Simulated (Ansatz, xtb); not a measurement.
**CH5AlSeSn: where a starting geometry ends**

The starting geometry of this gas-phase singlet was built from a drawn formula by distance geometry and a force field; its bonds are those of `[CH2]=[Sn]([AlH2])[SeH]`.

```tsv
atom	x (Å)	y (Å)	z (Å)
C	1.1609	-1.2411	-3.6566
Al	-2.0270	0.2190	-1.8402
Se	1.1222	-2.4711	-0.0187
Sn	0.2418	-1.1705	-2.0630
H	0.8119	-0.6938	-4.5814
H	2.0991	-1.7871	-3.7806
H	-2.8225	0.2413	-0.4677
H	-2.5953	0.9979	-3.1202
H	1.9411	-1.2396	0.4529
```

Task: Where would you expect an optimisation with r2SCAN-D4/def2-SVP to take it?

Result: It keeps its bonds, and is `[CH2]=[Sn]([AlH2])[SeH]`.

The energy falls by 0.52 eV over 19 steps:

```json
{"step": "1", "E − E(last) (eV)": "0.523"}
{"step": "3", "E − E(last) (eV)": "0.105"}
{"step": "5", "E − E(last) (eV)": "0.076"}
{"step": "7", "E − E(last) (eV)": "0.064"}
{"step": "9", "E − E(last) (eV)": "0.043"}
{"step": "11", "E − E(last) (eV)": "0.022"}
{"step": "13", "E − E(last) (eV)": "0.007"}
{"step": "15", "E − E(last) (eV)": "0.000"}
{"step": "17", "E − E(last) (eV)": "0.000"}
{"step": "19", "E − E(last) (eV)": "0.000"}
```

Final geometry (Å):

```xyz
9

C     1.2839   -1.3216   -3.9066
Al   -1.8910    0.2516   -1.6800
Se    1.5982   -1.9861   -0.1831
Sn    0.3492   -0.9924   -2.1794
H     0.8519   -0.9449   -4.8394
H     2.2285   -1.8694   -3.9821
H    -2.3691    0.3362   -0.1699
H    -2.6964    0.8801   -2.8934
H     0.5771   -1.4988    0.7585
```

From the same start GFN2-xTB ends elsewhere, differing in C1–Al2 (1.99 against 4.18 Å here), Al2–Sn4 (3.82 against 2.61 Å here).

No frequencies were run, so the end isn't proven a minimum. Atoms past krypton carry core potentials, without spin–orbit terms. Run with Ansatz 0.2.0, 91 s on 2 threads of Arm Neoverse V1 (shared host).
